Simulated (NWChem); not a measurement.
System: C$_{5}$H$_{2}$F$_{2}$; SMILES FC(=C=CC#C)F

Parts of the log:

```
             Northwest Computational Chemistry Package (NWChem) 7.3.0
             --------------------------------------------------------

                             Geometry "geometry" -> ""
                             -------------------------

 Output coordinates in angstroms (scale by  1.889725989 to convert to a.u.)

  No.       Tag          Charge          X              Y              Z
 ---- ---------------- ---------- -------------- -------------- --------------
    1 C                    6.0000     0.70900900     3.28844800     0.00000000
    2 C                    6.0000     0.00798900     2.28274400     0.00000000
    3 C                    6.0000    -0.84662600     1.14248200     0.00000000
    4 C                    6.0000    -0.43418600    -0.12241400     0.00000000
    5 C                    6.0000    -0.01622400    -1.36834900     0.00000000
    6 F                    9.0000     0.21868000    -2.09241100     1.09175300
    7 F                    9.0000     0.21868000    -2.09241100    -1.09175300
    8 H                    1.0000     1.33853500     4.16756600     0.00000000
    9 H                    1.0000    -1.93657300     1.35616700     0.00000000

 Effective nuclear repulsion energy (a.u.)     238.4366552458

  xc_inp: hfexch multiplicative factor not found.

                                 NWChem DFT Module
                                 -----------------

 Summary of "ao basis" -> "ao basis" (spherical)
 ------------------------------------------------------------------------------
       Tag                 Description            Shells   Functions and Types
 ---------------- ------------------------------  ------  ---------------------
 C                           6-31g*                  6       14   3s2p1d
 F                           6-31g*                  6       14   3s2p1d
 H                           6-31g*                  2        2   2s

            General Information
            -------------------
          SCF calculation type: DFT
          Wavefunction type:  closed shell.
          No. of atoms     :     9
          No. of electrons :    50
           Alpha electrons :    25
            Beta electrons :    25
          Charge           :     0
          Spin multiplicity:     1
          Use of symmetry is: off; symmetry adaption is: off
          Maximum number of iterations: 150
          AO basis - number of functions:   102
                     number of shells:    46
          Convergence on energy requested:  1.00D-06
          Convergence on density requested:  1.00D-05
          Convergence on gradient requested:  5.00D-04

              XC Information
              --------------
                     Hartree-Fock (Exact) Exchange  1.000

      Superposition of Atomic Density Guess
      -------------------------------------

 Sum of atomic energies:        -388.04239987

      Non-variational initial energy
      ------------------------------

 Total energy =    -391.087296
 1-e energy   =   -1005.781727
 2-e energy   =     376.257776
 HOMO         =      -0.230903
 LUMO         =      -0.038387

     ---------------------------------------------
      Total Density - Mulliken Population Analysis
     ---------------------------------------------

    Atom       Charge   Shell Charges
 -----------   ------   -------------------------------------------------------
    1 C    6     6.45   2.00  0.75  1.88  0.69  1.12  0.03
    2 C    6     5.88   2.00  0.74  1.86  0.50  0.74  0.04
    3 C    6     6.22   2.00  0.71  1.83  0.52  1.13  0.04
    4 C    6     6.19   2.00  0.74  1.98  0.52  0.94  0.02
    5 C    6     4.92   2.00  0.61  1.36  0.39  0.46  0.10
    6 F    9     9.43   2.00  0.94  3.38  1.01  2.10  0.01
    7 F    9     9.43   2.00  0.94  3.38  1.01  2.10  0.01
    8 H    1     0.71   0.42  0.29
    9 H    1     0.76   0.46  0.31

   convergence    iter        energy       DeltaE   RMS-Dens  Diis-err
 ---------------- ----- ----------------- --------- --------- ---------
 d= 0,ls=0.0,diis     1   -389.0858176531 -6.28D+02  8.87D-03  8.99D-01
 d= 0,ls=0.0,diis     2   -389.1861088525 -1.00D-01  2.78D-03  2.34D-01
 d= 0,ls=0.0,diis     3   -389.2095515750 -2.34D-02  1.55D-03  1.08D-02
 d= 0,ls=0.0,diis     4   -389.2115286049 -1.98D-03  3.13D-04  8.85D-04
 d= 0,ls=0.0,diis     5   -389.2116904426 -1.62D-04  1.26D-04  1.05D-04
  Resetting Diis
 d= 0,ls=0.0,diis     6   -389.2117128755 -2.24D-05  5.93D-05  2.08D-05
 d= 0,ls=0.0,diis     7   -389.2117184769 -5.60D-06  2.00D-05  2.68D-06
 d= 0,ls=0.0,diis     8   -389.2117191078 -6.31D-07  8.03D-06  1.46D-06

         Total DFT energy =     -389.211719107764
      One electron energy =    -1007.504379140679
           Coulomb energy =      426.491333363685
    Exchange-Corr. energy =      -46.635328576609
 Nuclear repulsion energy =      238.436655245839

 Numeric. integr. density =        0.000000000000

                       DFT Final Molecular Orbital Analysis
                       ------------------------------------

 Vector   23  Occ=2.000000D+00  E=-4.041365D-01
              MO Center=  2.5D-01,  2.6D+00,  3.1D-16, r^2= 1.9D+00
   Bfn.  Coefficient  Atom+Function         Bfn.  Coefficient  Atom+Function
  ----- ------------  ---------------      ----- ------------  ---------------
    17      0.324746  2 C  px                 3      0.315311  1 C  px
     4     -0.230337  1 C  py                 7      0.205731  1 C  px
    18     -0.201240  2 C  py                22     -0.196105  2 C  py
    21      0.189008  2 C  px                 8     -0.181801  1 C  py
   101      0.095465  9 H  s                 35     -0.093423  3 C  px

 Vector   24  Occ=2.000000D+00  E=-3.889266D-01
              MO Center= -2.3D-01, -5.7D-01, -3.9D-16, r^2= 2.3D+00
   Bfn.  Coefficient  Atom+Function         Bfn.  Coefficient  Atom+Function
  ----- ------------  ---------------      ----- ------------  ---------------
    45      0.371317  4 C  px                59      0.362428  5 C  px
    49      0.317891  4 C  px                63      0.179428  5 C  px
    73     -0.178546  6 F  px                87     -0.178546  7 F  px
    50      0.162311  4 C  py                77     -0.156277  6 F  px
    91     -0.156277  7 F  px                35     -0.140615  3 C  px

 Vector   25  Occ=2.000000D+00  E=-3.615862D-01
              MO Center= -1.1D-02,  1.7D+00,  8.8D-16, r^2= 3.5D+00
   Bfn.  Coefficient  Atom+Function         Bfn.  Coefficient  Atom+Function
  ----- ------------  ---------------      ----- ------------  ---------------
     5      0.324417  1 C  pz                47     -0.307330  4 C  pz
    19      0.272267  2 C  pz                 9      0.240815  1 C  pz
    51     -0.240393  4 C  pz                33     -0.221129  3 C  pz
    23      0.206899  2 C  pz                37     -0.189725  3 C  pz
    74      0.064149  6 F  py                88     -0.064149  7 F  py

 Vector   26  Occ=0.000000D+00  E= 8.135757D-02
              MO Center= -2.4D-01,  9.7D-01, -2.3D-15, r^2= 4.0D+00
   Bfn.  Coefficient  Atom+Function         Bfn.  Coefficient  Atom+Function
  ----- ------------  ---------------      ----- ------------  ---------------
    51     -0.442442  4 C  pz                37      0.434922  3 C  pz
     9     -0.372032  1 C  pz                47     -0.333193  4 C  pz
    33      0.299329  3 C  pz                 5     -0.238017  1 C  pz
    23      0.199715  2 C  pz                65     -0.161678  5 C  pz
    61     -0.136622  5 C  pz                19      0.126567  2 C  pz

 Vector   27  Occ=0.000000D+00  E= 1.616695D-01
              MO Center= -3.7D-01,  6.5D-01,  1.8D-16, r^2= 5.2D+00
   Bfn.  Coefficient  Atom+Function         Bfn.  Coefficient  Atom+Function
  ----- ------------  ---------------      ----- ------------  ---------------
   102      0.793330  9 H  s                 21      0.443388  2 C  px
    63     -0.418629  5 C  px                35      0.398226  3 C  px
     8      0.362400  1 C  py                59     -0.363145  5 C  px
    49      0.301930  4 C  px                45      0.258005  4 C  px
     7     -0.227346  1 C  px                34     -0.213257  3 C  s

 Vector   28  Occ=0.000000D+00  E= 2.141602D-01
              MO Center=  1.1D-01,  1.5D+00,  2.3D-16, r^2= 5.0D+00
   Bfn.  Coefficient  Atom+Function         Bfn.  Coefficient  Atom+Function
  ----- ------------  ---------------      ----- ------------  ---------------
    22      1.156730  2 C  py                 7      0.839129  1 C  px
    36      0.793728  3 C  py                 6     -0.570971  1 C  s
    50      0.564814  4 C  py               100     -0.458464  8 H  s
    48      0.384775  4 C  s                 63     -0.372531  5 C  px
    34      0.354157  3 C  s                 59     -0.268845  5 C  px

     ---------------------------------------------
      Total Density - Mulliken Population Analysis
     ---------------------------------------------

    Atom       Charge   Shell Charges
 -----------   ------   -------------------------------------------------------
    1 C    6     6.39   2.00  0.67  1.89  0.51  1.28  0.03
    2 C    6     5.92   2.00  0.67  1.93  0.42  0.85  0.04
    3 C    6     6.25   2.00  0.66  1.98  0.56  1.00  0.05
    4 C    6     6.00   2.00  0.68  1.95  0.44  0.90  0.04
    5 C    6     5.25   2.00  0.64  1.78  0.32  0.39  0.13
    6 F    9     9.38   2.00  0.93  3.29  1.05  2.09  0.02
    7 F    9     9.38   2.00  0.93  3.29  1.05  2.09  0.02
    8 H    1     0.68   0.49  0.19
    9 H    1     0.75   0.51  0.24

     -------------------------------------------
      Total Density - Lowdin Population Analysis
     -------------------------------------------

    Atom       Charge   Shell Charges
 -----------   ------   -------------------------------------------------------
    1 C    6     6.17   1.99  0.55  1.73  0.46  1.39  0.06
    2 C    6     6.04   1.99  0.53  1.74  0.40  1.30  0.08
    3 C    6     6.10   1.99  0.51  1.79  0.40  1.31  0.11
    4 C    6     6.09   1.99  0.54  1.78  0.39  1.32  0.08
    5 C    6     5.72   1.98  0.48  1.60  0.35  1.01  0.29
    6 F    9     9.12   1.99  0.93  3.17  0.81  2.18  0.04
    7 F    9     9.12   1.99  0.93  3.17  0.81  2.18  0.04
    8 H    1     0.81   0.46  0.35
    9 H    1     0.83   0.48  0.35

     Multipole analysis of the density
     ---------------------------------

     L   x y z        total         alpha         beta         nuclear
     -   - - -        -----         -----         ----         -------
     0   0 0 0     -0.000000    -25.000000    -25.000000     50.000000

     1   1 0 0     -0.214831      0.026780      0.026780     -0.268390
     1   0 1 0      0.781140      1.148538      1.148538     -1.515936
     1   0 0 1      0.000000      0.000000      0.000000      0.000000

     2   2 0 0    -25.600147    -39.319960    -39.319960     53.039772
     2   1 1 0      2.074710     -5.146147     -5.146147     12.367005
     2   1 0 1     -0.000000     -0.000000     -0.000000      0.000000
     2   0 2 0    -24.966645   -393.372581   -393.372581    761.778517
     2   0 1 1     -0.000000     -0.000000     -0.000000      0.000000
     2   0 0 2    -30.360567    -53.488238    -53.488238     76.615910

                     NWChem Electrostatic Potential Fit Module
                     -----------------------------------------

 Atom parameters

 Number of atoms is                                    9
 Number of basis functions is                        102

 Grid parameters

 Maximum number of grid points is                  40793
 Number of grid points is                          40792
 Grid range                                     0.300000 nm
 Grid spacing                                   0.020000 nm
 Probe radius                                   0.070000 nm
 Atom radius factor                             1.000000

 Atomic radii

    1    0.100000
    6    0.147000
    9    0.128000
 FASTESP  F
  using M.O. file = ./job.movecs

    Atom              Coordinates                           Charge

                                                  ESP

    1 C     0.070901    0.328845    0.000000   -0.444435
    2 C     0.000799    0.228274    0.000000    0.073368
    3 C    -0.084663    0.114248    0.000000    0.080665
    4 C    -0.043419   -0.012241    0.000000   -0.315762
    5 C    -0.001622   -0.136835    0.000000    0.591503
    6 F     0.021868   -0.209241    0.109175   -0.213347
    7 F     0.021868   -0.209241   -0.109175   -0.213289
    8 H     0.133854    0.416757    0.000000    0.327536
    9 H    -0.193657    0.135617    0.000000    0.113762
                                            ------------
                                               -0.000000

 Dipole moment                                  0.866217

 Quadrupole moment Qxx                          6.699845
                   Qyy                          0.762632
                   Qzz                         -7.462477

 RMS deviation kJ/mol                           0.060472

 RRMS %                                        33.677865
```

Level: Hartree-Fock/6-31G* (spherical d). The geometry was optimised at PBE-D3(BJ)/def2-SVP.

### Question
Which NWChem input produces such a log?

### Answer
Several could match; the one computed here: the input that was run:
```
start job
memory heap 200 mb stack 900 mb global 1100 mb
geometry units angstroms noautosym nocenter noautoz
  C      0.709009     3.288448     0.000000
  C      0.007989     2.282744     0.000000
  C     -0.846626     1.142482     0.000000
  C     -0.434186    -0.122414     0.000000
  C     -0.016224    -1.368349     0.000000
  F      0.218680    -2.092411     1.091753
  F      0.218680    -2.092411    -1.091753
  H      1.338535     4.167566     0.000000
  H     -1.936573     1.356167     0.000000
end
basis spherical
  C library 6-31g*
  F library 6-31g*
  H library 6-31g*
end
dft
  xc hfexch
  iterations 150
  mulliken
end
task dft energy
esp
  recalculate
  probe 0.07
  range 0.3
  factor 1.0
  spacing 0.02
end
task esp
```
